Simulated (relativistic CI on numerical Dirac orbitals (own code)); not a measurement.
**d8 in a ligand field**

Computed with a parametric ligand-field model of a d^n configuration (Racah B and C, spin-orbit zeta, crystal field), exact diagonalisation.

Field parameters in Wybourne normalisation: Oh B⁴₀ = 21Dq, B⁴₄ = √(5/14) B⁴₀. The field is a parameter set, without covalency.

B = 730 cm⁻¹, C = 3670 cm⁻¹ (C/B = 5.03), Oh, no spin-orbit coupling. Tanabe-Sugano data, E/B above the lowest term (Δ = |10Dq|; b, c mark the second and third term of a kind):

| Δ/B | 3A2 | 3T2 | 3T1 | 1E | 3T1(b) | 1A1 |
| --- | --- | --- | --- | --- | --- | --- |
| 1.0 | 0.00 | 1.00 | 1.79 | 15.78 | 16.21 | 22.83 |
| 5.0 | 0.00 | 5.00 | 8.68 | 17.05 | 21.32 | 25.42 |
| 9.0 | 0.00 | 9.00 | 15.00 | 17.44 | 27.00 | 27.34 |
| 13.0 | 0.00 | 13.00 | 20.68 | 17.62 | 33.32 | 28.77 |
| 17.0 | 0.00 | 17.00 | 25.79 | 17.72 | 40.21 | 29.84 |
| 21.0 | 0.00 | 21.00 | 30.51 | 17.78 | 47.49 | 30.67 |
| 25.0 | 0.00 | 25.00 | 35.00 | 17.82 | 55.00 | 31.32 |
| 29.0 | 0.00 | 29.00 | 39.34 | 17.85 | 62.66 | 31.83 |
| 33.0 | 0.00 | 33.00 | 43.58 | 17.88 | 70.42 | 32.26 |
| 37.0 | 0.00 | 37.00 | 47.77 | 17.90 | 78.23 | 32.60 |
| 41.0 | 0.00 | 41.00 | 51.91 | 17.91 | 86.09 | 32.90 |
| 45.0 | 0.00 | 45.00 | 56.03 | 17.92 | 93.97 | 33.15 |

The ground term stays 3A2.
